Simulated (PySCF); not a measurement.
PySCF run on Mg²⁺

The script input.py:

```python
from pyscf import gto, dft

mol = gto.M(
    atom='Mg 0 0 0',
    basis='6-311++g**',
    charge=2,
    spin=0,
    symmetry=True,
    verbose=4,
)
mf = dft.RKS(mol, xc='hf,lyp')
mf.kernel()
mf.analyze()
print('orbital energies (hartree):', mf.mo_energy[..., max(0, mol.nelec[1]-3):mol.nelec[0]+3].round(4))
```

```bash
$ OMP_NUM_THREADS=1 python input.py
```

The log (some set-up lines and the per-cycle HOMO/LUMO lines with their warnings removed):

```
PySCF version 2.14.0

[INPUT] verbose = 4
[INPUT] num. atoms = 1
[INPUT] num. electrons = 10
[INPUT] charge = 2
[INPUT] spin (= nelec alpha-beta = 2S) = 0
[INPUT] symmetry True subgroup None
[INPUT] Mole.unit = angstrom
[INPUT] Symbol           X                Y                Z      unit          X                Y                Z       unit  Magmom
[INPUT]  1 Mg     0.000000000000   0.000000000000   0.000000000000 AA    0.000000000000   0.000000000000   0.000000000000 Bohr   0.0

nuclear repulsion = 0
point group symmetry = SO3
symmetry origin: [0. 0. 0.]
symmetry axis x: [1. 0. 0.]
symmetry axis y: [0. 1. 0.]
symmetry axis z: [0. 0. 1.]
num. orbitals of irrep s+0 = 7
num. orbitals of irrep p-1 = 6
num. orbitals of irrep p+0 = 6
num. orbitals of irrep p+1 = 6
num. orbitals of irrep d-2 = 1
num. orbitals of irrep d-1 = 1
num. orbitals of irrep d+0 = 1
num. orbitals of irrep d+1 = 1
num. orbitals of irrep d+2 = 1
number of shells = 14
number of NR pGTOs = 49
number of NR cGTOs = 30
basis = 6-311++g**
ecp = {}

******** <class 'pyscf.dft.rks_symm.SymAdaptedRKS'> ********
method = SymAdaptedRKS
initial guess = minao
damping factor = 0
level_shift factor = 0
DIIS = <class 'pyscf.scf.diis.CDIIS'>
diis_start_cycle = 1
diis_space = 8
diis_damp = 0
SCF conv_tol = 1e-09
SCF conv_tol_grad = None
SCF max_cycles = 50
direct_scf = True
direct_scf_tol = 1e-13
XC library pyscf.dft.libxc version 7.0.0
    S. Lehtola, C. Steigemann, M. J.T. Oliveira, and M. A.L. Marques.,  SoftwareX 7, 1–5 (2018)
XC functionals = hf,lyp
    C. Lee, W. Yang, and R. G. Parr.,  Phys. Rev. B 37, 785 (1988)
    B. Miehlich, A. Savin, H. Stoll, and H. Preuss.,  Chem. Phys. Lett. 157, 200 (1989)
radial grids:
    Treutler-Ahlrichs [JCP 102, 346 (1995); DOI:10.1063/1.469408] (M4) radial grids

becke partition: Becke, JCP 88, 2547 (1988); DOI:10.1063/1.454033
pruning grids: <function nwchem_prune>
grids dens level: 3
symmetrized grids: True
atomic radii adjust function: <function treutler_atomic_radii_adjust>
small_rho_cutoff = 0
Freeze 0 electrons in irreps []
    10 free electrons in irreps s+0 p-1 p+0 p+1 d-2 d-1 d+0 d+1 d+2
Set gradient conv threshold to 3.16228e-05
Initial guess from minao.
tot grids = 18584
init E= -200.057755455098
cycle= 1 E= -199.23327272103  delta_E= 0.824  |g|= 0.0994  |ddm|= 1.52
cycle= 2 E= -199.234311281829  delta_E= -0.00104  |g|= 0.0371  |ddm|= 0.038
cycle= 3 E= -199.234376607755  delta_E= -6.53e-05  |g|= 0.0026  |ddm|= 0.0085
cycle= 4 E= -199.23437740525  delta_E= -7.97e-07  |g|= 0.00014  |ddm|= 0.00126
cycle= 5 E= -199.234377407357  delta_E= -2.11e-09  |g|= 1.03e-05  |ddm|= 6.64e-05
cycle= 6 E= -199.234377407366  delta_E= -8.73e-12  |g|= 1.09e-07  |ddm|= 4.1e-06
Extra cycle  E= -199.234377407366  delta_E= 5.68e-14  |g|= 1.57e-08  |ddm|= 7.35e-08
converged SCF energy = -199.234377407366
**** SCF Summaries ****
Total Energy =                        -199.234377407365628
Nuclear Repulsion Energy =               0.000000000000000
One-electron Energy =                 -271.136797252526662
Two-electron Energy =                   71.902419845161049
Two-electron Coulomb Energy =           87.995145285105551
DFT Exchange-Correlation Energy =      -16.092725439944505
Wave-function symmetry id = 0
**** MO energy ****
MO #1 (s+0 #1), energy= -49.8218396556112 occ= 2
MO #2 (s+0 #2), energy= -4.52658881207267 occ= 2
MO #3 (p-1 #1), energy= -3.0526899315472 occ= 2
MO #4 (p+0 #1), energy= -3.0526899315472 occ= 2
MO #5 (p+1 #1), energy= -3.0526899315472 occ= 2
MO #6 (s+0 #3), energy= -0.579510237352636 occ= 0
MO #7 (p-1 #2), energy= -0.409946670066453 occ= 0
MO #8 (p+0 #2), energy= -0.409946670066453 occ= 0
[22 lines left out]
 ** Mulliken pop on meta-lowdin orthogonal AOs  **
 ** Mulliken pop  **
pop of  0 Mg 1s           1.99998
pop of  0 Mg 2s           1.99996
pop of  0 Mg 3s           0.00000
pop of  0 Mg 4s           0.00000
pop of  0 Mg 5s           0.00000
pop of  0 Mg 6s           0.00001
pop of  0 Mg 7s           0.00004
pop of  0 Mg 2px          1.99993
pop of  0 Mg 2py          1.99993
pop of  0 Mg 2pz          1.99993
pop of  0 Mg 3px          0.00004
pop of  0 Mg 3py          0.00004
[18 lines left out]
 ** Mulliken atomic charges  **
charge of    0Mg =      2.00000

WARN: System has nonzero charge 2; the dipole moment is origin-dependent.
Location of origin: [0. 0. 0.]

Dipole moment(X, Y, Z, Debye):  0.00000,  0.00000,  0.00000
orbital energies (hartree): [-3.0527 -3.0527 -3.0527 -0.5795 -0.4099 -0.4099]
```

In short: E(SCF) = -199.234377 Eh, 6 cycles.

Run time: 1 s on 1 thread of Arm Neoverse V1 (shared host), peak memory 0.13 GiB.
